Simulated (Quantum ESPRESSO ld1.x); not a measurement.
Task: These are the eigenvalues of the occupied orbitals of an atom or ion with whole-number occupations (eV). Calculated with ld1.x of Quantum ESPRESSO 7.5: non-relativistic Kohn-Sham, LDA (Slater exchange, Perdew-Wang correlation), spin-polarised, spherical densities, point nucleus.

orbital  eigenvalue
1s up      -278.922
2p up      -48.5180

Which element is it, and in what charge state? The configuration may be excited. Open shells, if any, are filled with parallel spins first.

Result: Z = 5, boron, charge +3: B3+ in 1s1 2p1. The 1s level, -10.25 hartree, gives Z - s = 4.5 by -(Z - s)^2/2, which with screening narrows Z to a few neighbours, and with so few levels the electron count can be read from the list.
